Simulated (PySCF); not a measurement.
A structure optimised at PBE-D3(BJ)/def2-SVP, used in a PySCF frequency run:

```xyz
13

Cl     2.4348     0.4563    -0.9872
Si     1.0415    -0.0080     0.5108
C      0.2473    -1.6750     0.1187
C     -1.0898    -1.8093    -0.0832
Si    -2.3055    -0.3518     0.0062
Si    -0.8312     1.4224     0.4842
H      1.8073    -0.0701     1.8043
H      0.8965    -2.5693     0.0427
H     -1.4916    -2.8166    -0.3115
H     -3.0567    -0.2169    -1.2930
H     -3.3191    -0.5887     1.0965
H     -0.7421     2.4582    -0.6007
H     -1.0982     2.0759     1.8127
```
Charge 0, spin multiplicity 1.

Write its SMILES and formula.

Cl[Si@@H]1C=C[SiH2][SiH2]1, C2H7ClSi3

What are its rotational constants (standard atomic weights)?

2.4881, 0.97950, 0.79609 GHz
